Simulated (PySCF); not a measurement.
Polarisability and C₆ of Nb (niobium, neutral)

[Kr] 4d4 5s1, high-spin 6D determinant. Calculation: PySCF 2.14, in aug-cc-pwCVTZ-DK; the spin-free X2C one-electron Hamiltonian (Gaussian nucleus). Coupled (time-dependent) response in atomic units; α is the mean over directions.

| method | mean α (bohr³) | α xx, yy, zz | C₆ (like pair) | S(−4) |
| --- | --- | --- | --- | --- |
| B97-3 | 100.3 | 98.81, 98.81, 103.4 | 1145 | 6102 |

S(−4) is the Cauchy moment in α(ω) = α(0) + S(−4) ω² + …

Reference α: 98 ± 8 bohr³ (recommended; Schwerdtfeger and Nagle, table of static dipole polarizabilities (2023 update)). Published C₆: 1140 (Gould and Bucko (2016)).

Spin-orbit coupling is absent.

α(iu) at B97-3:

| u (hartree) | α(iu) (bohr³) |
| --- | --- |
| 0 | 100.3 |
| 0.0500 | 87.43 |
| 0.100 | 64.86 |
| 0.200 | 36.21 |
| 0.300 | 23.68 |
| 0.500 | 13.30 |
| 0.750 | 8.183 |
| 1.00 | 5.701 |
| 1.50 | 3.307 |
| 2.00 | 2.174 |
| 3.00 | 1.147 |
| 5.00 | 0.4863 |

A single London oscillator, α(iu) = α/(1 + u²/ω²), gives C₆ = (3/4) ω α². Matching the computed C₆ needs ω = 4 × 1145 / (3 × 100.3²) = 0.152 hartree.

The components differ because the open shell of this determinant is not spherical; for a pure term their mean is the scalar polarisability.
